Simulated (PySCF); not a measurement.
Two species compared at the same levels of theory.

First species: C7H14O.
Z-matrix (Å and degrees, GFN2-xTB geometry), rows numbered from 1:
```
C 
C   1  1.5204
O   2  1.4106  1  108.39
C   3  1.3686  2  115.66  1  -172.91
C   4  1.3291  3  122.61  2  -178.53
C   5  1.4980  4  121.27  3  -179.36
C   5  1.5043  4  121.52  3     1.73
C   7  1.5297  5  111.58  4    97.56
H   1  1.0865  2  109.92  3   -59.78
H   1  1.0865  2  110.00  3   179.90
H   1  1.0868  2  109.88  3    59.60
H   2  1.1010  1  110.17  3   120.27
H   2  1.1002  1  110.12  3  -120.57
H   4  1.0851  3  115.79  2     2.29
H   6  1.0895  5  110.52  4  -119.70
H   6  1.0869  5  111.20  4     0.95
H   6  1.0899  5  110.19  4   121.49
H   7  1.0905  5  108.75  4   -22.69
H   7  1.0927  5  109.55  4  -141.34
H   8  1.0878  7  110.89  5    61.82
H   8  1.0877  7  110.40  5  -178.08
H   8  1.0873  7  109.97  5   -58.27
```

Second species: C9H14Si.
Geometry (GFN2-xTB, Å), atoms numbered from 1 in this order:
```xyz
24
C9H14Si angstrom
C      3.1204   -0.8818   -0.7552
C      3.5937   -0.1039    0.2261
Si     2.1887    0.9387    0.9189
C      1.0097    0.1260   -0.3265
C     -0.4417    0.4355   -0.4597
C     -1.1788    0.3677    0.8893
C     -2.6582    0.1196    0.5479
C     -2.7048   -0.1350   -0.9672
C     -1.2709   -0.4989   -1.3434
C      1.7028   -0.7571   -1.0604
H      3.7246   -1.5801   -1.3190
H      4.6271   -0.1177    0.5289
H      2.3455    2.3786    0.7059
H      1.8567    0.6336    2.3121
H     -0.5353    1.4562   -0.8540
H     -0.7772   -0.4646    1.4689
H     -1.0327    1.2778    1.4691
H     -3.2777    0.9742    0.8182
H     -3.0345   -0.7448    1.0947
H     -3.4141   -0.9183   -1.2316
H     -2.9984    0.7763   -1.4912
H     -1.0637   -1.5364   -1.0753
H     -1.0712   -0.3647   -2.4058
H      1.2784   -1.3612   -1.8499
```

Levels: PBE0/pcSseg-1 for HOMO energy, LUMO energy and HOMO–LUMO gap. Geometries: GFN2-xTB. Each species is one conformer at its optimised geometry, gas phase, non-relativistic unless stated; the electronic structure was computed with PySCF and density fitting.

The conformers computed, where there is a choice (atom-mapped SMILES and torsion angles):
- `[CH3:1][CH2:2][O:3]/[CH:4]=[C:5](/[CH3:6])[CH2:7][CH3:8]`: C1–C2–O3–C4 -173°, C2–O3–C4–C5 -179°, C4–C5–C7–C8 98°

The conformers of `C1=C[SiH2]C(C2CCCC2)=C1` aren't listed.

```tsv
property	column X	column Y
HOMO energy	-5.91 eV	-6.35 eV
LUMO energy	1.04 eV	-1.29 eV
HOMO–LUMO gap	6.95 eV	5.06 eV
```

(1) Which column belongs to which species?

(2) How does each property change from the first species to the second?

Results:

(1) Column X is the first species and column Y the second. The first has 22 atoms and 64 electrons, the second 24 and 82.

(2) HOMO energy -0.44 eV; LUMO energy -2.33 eV; HOMO–LUMO gap -1.89 eV.

